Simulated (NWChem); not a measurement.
# SiBr$_{2}$F$_{2}$; SMILES F[Si](F)(Br)Br

Program: NWChem. Geometry: optimised at PBE0/def2-SVP. Level: PBE0/def2-SVP with SMD (1 M gas to 1 M solution), gas-phase geometry. Reactions with the solvent are ignored.

**Question.** What does the run give for solvent chloroform? Quantities: solvation free energy (kcal/mol); cavity-dispersion-structure term (kcal/mol); dipole in solution (D).

**Answer.** 
| Item | Result |
|---|---|
| solvation free energy (kcal/mol) | -4.0 |
| cavity-dispersion-structure term (kcal/mol) | -3.5 |
| dipole in solution (D) | 1.06 |
